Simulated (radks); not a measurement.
The numbers below are computed, except where a source is named.
Q: Spin polarisation of the 4f1 shell in Ce3+. Start: [Xe] 4f(up 0.5, down 0.5); electrons of 4f are moved from spin down to spin up, other shells keep equal spins. Level of theory: scalar-relativistic Kohn-Sham, SCAN, spin-polarised, spherical densities, finite nucleus; meta-GGA in the generalised Kohn-Sham scheme; Fermi nuclear charge, rms radius of each element as measured or else 0.836 A^(1/3) + 0.57 fm (a radial shooting solver on a logarithmic mesh with Libxc functionals). Estimate the energy gained and the exchange splitting at a moment of 0.75 Bohr magnetons.

A: At moment 0.75 the spin-polarisation energy is -0.142 eV and the 4f exchange splitting 0.746 eV, that is 0.995 eV per Bohr magneton; E = -I m^2/4 would give I = 1.007 eV.
